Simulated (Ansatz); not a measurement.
One change: `F[SiH2]N([SiH3])[SiH3]` becomes `F[SiH2][N]([SiH3])[GaH2]`.

Ansatz, PBE0-D4/def2-TZVP geometries, multiplicity 1. Each molecule was computed in one conformer, which needn't be the lowest.

Scalar relativity is left out up to krypton.

| property | `F[SiH2]N([SiH3])[SiH3]` |
| --- | --- |
| LUMO energy (PBE/def2-TZVPP) / eV | -1.19 |
| size of the dipole moment (PBE/def2-TZVPP) / D | 1.23 |
| size of the dipole moment (B3LYP/def2-TZVPP) / D | 1.32 |
| HOMO–LUMO gap (ωB97M-V/def2-TZVPP) / eV | 11.80 |
| HOMO energy (ωB97M-V/def2-TZVPP) / eV | -10.39 |
| HOMO–LUMO gap (B3LYP/def2-TZVPP) / eV | 7.42 |

(1) What does the change do to each property? (Estimate.)

## Answers

(1) Ansatz gave: 
```csv
property,`F[SiH2][N]([SiH3])[GaH2]`,shift
LUMO energy (PBE/def2-TZVPP) / eV,-2.40,-1.21
size of the dipole moment (PBE/def2-TZVPP) / D,1.72,0.49
size of the dipole moment (B3LYP/def2-TZVPP) / D,1.83,0.51
HOMO–LUMO gap (ωB97M-V/def2-TZVPP) / eV,10.54,-1.26
HOMO energy (ωB97M-V/def2-TZVPP) / eV,-10.47,-0.08
HOMO–LUMO gap (B3LYP/def2-TZVPP) / eV,6.11,-1.31
```

With PBE0 the HOMO falls by 0.07 eV and the LUMO falls by 1.27 eV, so the gap narrows by about 1.20 eV. PBE moves the HOMO by -0.13 eV and ωB97M-V by -0.08 eV. Dipoles are sizes alone; their direction can turn.

B3LYP here is the variant with VWN-RPA as its local correlation; programs differ in this.
